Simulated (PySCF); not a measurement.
Below is a simulated gas-phase C 1s photoelectron spectrum of `CC1=NNC[C@H]1C`.

Every computed line was given a Gaussian of 0.7 eV full width at half maximum and an area set by the number of equivalent atoms; the highest printed point is 100. Method used: delta-SCF UKS SCAN, pcX-2 on the ionised atom, pcseg-1 elsewhere, spin-free X2C in PySCF.

binding energy (eV), intensity and a bar:
```
    289.6          0 
    289.7          0 
    289.8          1 
    289.9          2 #
    290.0          5 #
    290.1         10 ###
    290.2         20 ######
    290.3         33 ##########
    290.4         50 ###############
    290.5         70 #####################
    290.6         87 ##########################
    290.7         98 #############################
    290.8        100 ##############################
    290.9         94 ############################
    291.0         82 #########################
    291.1         68 ####################
    291.2         55 ################
    291.3         44 #############
    291.4         36 ###########
    291.5         29 #########
    291.6         22 #######
    291.7         16 #####
    291.8         10 ###
    291.9          6 ##
    292.0          3 #
    292.1          2 
    292.2          1 
    292.3          0 
    292.4          0
```

Count the maxima, the lines and the sites behind this envelope.

The curve has 1 maximum (at 290.8 eV). Under it lie 5 lines from 5 inequivalent carbon sites. At this width some lines have no maximum of their own.

Decompose the envelope and assign each component. Numbering: `[CH3:1][C:2]1=[N:3][NH:4][CH2:5][C@H:6]1[CH3:7]`.

| position (eV) | relative area | line | atoms | environment |
| --- | --- | --- | --- | --- |
| 290.62 | 1 | C 1s | C2 | C=N carbon |
| 290.75 | 1 | C 1s | C1 | methyl carbon |
| 290.80 | 1 | C 1s | C7 | methyl carbon |
| 290.84 | 1 | C 1s | C6 | sp3 CH carbon |
| 291.39 | 1 | C 1s | C5 | sp3 carbon bound to nitrogen |

What are the centre and the root-mean-square width of the whole band?

The area-weighted mean of the lines is 290.88 eV. Their own spread about it is 0.27 eV (rms) and each Gaussian has σ = 0.7/2.355 = 0.30 eV; the variances add, which gives 0.40 eV.

Lowest listed C 1s: C2, bonded to N (double bond) and 2 C. Highest, 0.77 eV above it: C5, bonded to N, C and 2 H. The values 290.80 and 290.84 eV lie too close for their order to be trusted.

No satellites, vibrations or lifetime broadening are included. Isolated species at its PBE0-D3(BJ)/def2-SVP geometry (one conformer only).
